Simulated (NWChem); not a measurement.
System: C₃H₅BFN; SMILES NB1C=C[C@@H]1F

The following NWChem deck was run.

```
start job
memory heap 200 mb stack 700 mb global 900 mb
geometry units angstroms noautosym nocenter noautoz
  N      0.974625    -1.807446    -0.071363
  B      0.040557    -0.803513     0.150698
  C     -1.471866    -0.574847    -0.113285
  C     -1.233375     0.759212    -0.081022
  C      0.168622     0.770457     0.473643
  F      1.091005     1.515955    -0.238717
  H      0.735536    -2.720769    -0.433255
  H      1.967599    -1.658040     0.049509
  H     -2.400133    -1.097591    -0.355473
  H     -1.856734     1.616518    -0.373244
  H      0.216293     1.091338     1.529006
end
basis spherical
  * library 6-311g**
end
dft
  xc bhlyp
  iterations 150
end
tddft
  cis
  ecut -13.0
  nroots 6
  notriplet
end
task tddft energy
```

Parts of the log:

```
             Northwest Computational Chemistry Package (NWChem) 7.3.0
             --------------------------------------------------------

                             Geometry "geometry" -> ""
                             -------------------------

 Output coordinates in angstroms (scale by  1.889725989 to convert to a.u.)

  No.       Tag          Charge          X              Y              Z
 ---- ---------------- ---------- -------------- -------------- --------------
    1 N                    7.0000     0.97462500    -1.80744600    -0.07136300
    2 B                    5.0000     0.04055700    -0.80351300     0.15069800
    3 C                    6.0000    -1.47186600    -0.57484700    -0.11328500
    4 C                    6.0000    -1.23337500     0.75921200    -0.08102200
    5 C                    6.0000     0.16862200     0.77045700     0.47364300
    6 F                    9.0000     1.09100500     1.51595500    -0.23871700
    7 H                    1.0000     0.73553600    -2.72076900    -0.43325500
    8 H                    1.0000     1.96759900    -1.65804000     0.04950900
    9 H                    1.0000    -2.40013300    -1.09759100    -0.35547300
   10 H                    1.0000    -1.85673400     1.61651800    -0.37324400
   11 H                    1.0000     0.21629300     1.09133800     1.52900600

 Effective nuclear repulsion energy (a.u.)     206.3617362403

                                 NWChem DFT Module
                                 -----------------

 Summary of "ao basis" -> "ao basis" (spherical)
 ------------------------------------------------------------------------------
       Tag                 Description            Shells   Functions and Types
 ---------------- ------------------------------  ------  ---------------------
 N                          6-311g**                 8       18   4s3p1d
 B                          6-311g**                 8       18   4s3p1d
 C                          6-311g**                 8       18   4s3p1d
 F                          6-311g**                 8       18   4s3p1d
 H                          6-311g**                 4        6   3s1p

            General Information
            -------------------
          SCF calculation type: DFT
          Wavefunction type:  closed shell.
          No. of atoms     :    11
          No. of electrons :    44
           Alpha electrons :    22
            Beta electrons :    22
          Charge           :     0
          Spin multiplicity:     1
          Use of symmetry is: off; symmetry adaption is: off
          Maximum number of iterations: 150
          AO basis - number of functions:   138
                     number of shells:    68
          Convergence on energy requested:  1.00D-06
          Convergence on density requested:  1.00D-05
          Convergence on gradient requested:  5.00D-04

              XC Information
              --------------
                        BHLYP Method XC Functional
                     Hartree-Fock (Exact) Exchange  0.500
                        Slater Exchange Functional  0.500 local
                    Becke 1988 Exchange Functional  0.500 non-local
              Lee-Yang-Parr Correlation Functional  1.000

             Grid Information
             ----------------
          Grid used for XC integration:  medium
          Radial quadrature: Mura-Knowles
          Angular quadrature: Lebedev.
          Tag              B.-S. Rad. Rad. Pts. Rad. Cut. Ang. Pts.
          ---              ---------- --------- --------- ---------
          N                   0.65       49          12.0       434
          B                   0.85       49          10.0       434
          C                   0.70       49          11.0       434
          F                   0.50       49          11.0       434
          H                   0.35       45          13.0       434
          Grid pruning is: on
          Number of quadrature shells:   519
          Spatial weights used:  Erf1

      Superposition of Atomic Density Guess
      -------------------------------------

 Sum of atomic energies:        -293.74989070

      Non-variational initial energy
      ------------------------------

[...]

                                NWChem TDDFT Module
                                -------------------

            General Information
            -------------------
           No. of orbitals :     276
            Alpha orbitals :     138
             Beta orbitals :     138
        Alpha frozen cores :       0
         Beta frozen cores :       0
     Alpha frozen virtuals :       0
      Beta frozen virtuals :       0
         Spin multiplicity :       1
    Number of AO functions :     138
        Use of symmetry is : off
      Symmetry adaption is : off
         Schwarz screening :  0.10D-07

              XC Information
              --------------
                 BHLYP Method XC Functional
              Hartree-Fock (Exact) Exchange   0.50
                 Slater Exchange Functional   0.50 local
             Becke 1988 Exchange Functional   0.50 non-local
       Lee-Yang-Parr Correlation Functional   1.00

             TDDFT Information
             -----------------
          Calculation type : Tamm-Dancoff TDDFT
         Wavefunction type : Restricted singlets
          No. of electrons :      44
           Alpha electrons :      22
            Beta electrons :      22
              No. of roots :       6
          Max subspacesize :    5200
            Max iterations :     100
               Target root :       1
           Target symmetry : none
             Energy Cutoff :-0.13D+02
      Symmetry restriction : off
                 Algorithm : Optimal
        Davidson threshold :  0.10D-03

    6 smallest eigenvalue differences (eV)
--------------------------------------------------------
  No. Spin  Occ  Vir  Irrep   E(Occ)    E(Vir)   E(Diff)
--------------------------------------------------------
    1    1    2   23 a       -14.790     0.030   403.260
    2    1    2   24 a       -14.790     0.074   404.473
    3    1    2   25 a       -14.790     0.097   405.106
    4    1    2   26 a       -14.790     0.107   405.378
    5    1    2   27 a       -14.790     0.132   406.049
    6    1    2   28 a       -14.790     0.135   406.132
--------------------------------------------------------

  Entering Davidson iterations
  Restricted singlet excited states

  Iter   NTrls   NConv    DeltaV     DeltaE      Time
  ----  ------  ------  ---------  ---------  ---------
    1      6       0     0.12E+00   0.10+100       47.5
    2     12       0     0.26E-01   0.42E-01       49.3
    3     18       0     0.11E-01   0.26E-02       50.9
    4     24       0     0.21E-02   0.17E-03       47.5
    5     30       3     0.37E-03   0.30E-05       47.3
    6     33       6     0.36E-04   0.49E-07       38.7
  ----  ------  ------  ---------  ---------  ---------
  Convergence criterion met

  Ground state a        -296.688436686384 a.u.

  ----------------------------------------------------------------------------
  Root   1 singlet a             14.671172924 a.u.              399.2231 eV
  ----------------------------------------------------------------------------
     Transition Moments    X -0.00257   Y -0.01677   Z  0.04780
     Dipole Oscillator Strength                    0.0251637727
     Electric Quadrupole                           0.0006787904
     Magnetic Dipole                               0.0010005514
     Total Oscillator Strength                     0.0268431144

     Occ.    2  a   ---  Virt.   23  a       -0.79846
     Occ.    2  a   ---  Virt.   24  a        0.07660
     Occ.    2  a   ---  Virt.   25  a       -0.44918
     Occ.    2  a   ---  Virt.   26  a        0.24210
     Occ.    2  a   ---  Virt.   27  a        0.19897
     Occ.    2  a   ---  Virt.   29  a       -0.12950
     Occ.    2  a   ---  Virt.   30  a       -0.07587
     Occ.    2  a   ---  Virt.   32  a       -0.08521
     Occ.    2  a   ---  Virt.   33  a       -0.05015
     Occ.    2  a   ---  Virt.   52  a        0.06897
     Occ.    2  a   ---  Virt.   53  a       -0.06414
  ----------------------------------------------------------------------------
  Root   2 singlet a             14.689792344 a.u.              399.7298 eV
  ----------------------------------------------------------------------------
     Transition Moments    X  0.02007   Y -0.02768   Z -0.00747
     Dipole Oscillator Strength                    0.0119956610
     Electric Quadrupole                           0.0004105726
     Magnetic Dipole                               0.0000246930
     Total Oscillator Strength                     0.0124309265

     Occ.    2  a   ---  Virt.   23  a        0.07327
     Occ.    2  a   ---  Virt.   24  a        0.96651
     Occ.    2  a   ---  Virt.   27  a       -0.09436
     Occ.    2  a   ---  Virt.   28  a        0.08166
     Occ.    2  a   ---  Virt.   29  a       -0.08048
     Occ.    2  a   ---  Virt.   31  a       -0.06161
     Occ.    2  a   ---  Virt.   38  a        0.09099
     Occ.    2  a   ---  Virt.   39  a       -0.06979
     Occ.    2  a   ---  Virt.   48  a       -0.06377
     Occ.    2  a   ---  Virt.   51  a       -0.05965
     Occ.    2  a   ---  Virt.   54  a        0.06131
  ----------------------------------------------------------------------------
  Root   3 singlet a             14.720235099 a.u.              400.5581 eV
  ----------------------------------------------------------------------------
     Transition Moments    X  0.04958   Y  0.03933   Z  0.01667
     Dipole Oscillator Strength                    0.0420351559
     Electric Quadrupole                           0.0010892839
     Magnetic Dipole                               0.0017366539
     Total Oscillator Strength                     0.0448610938

[...]
```

Level: BHandHLYP/6-311G** (spherical d), restricted-window TDA. Structure relaxed at the PBE0/def2-SVP level. The quadrupole and magnetic terms of the printed total strengths depend on the origin.
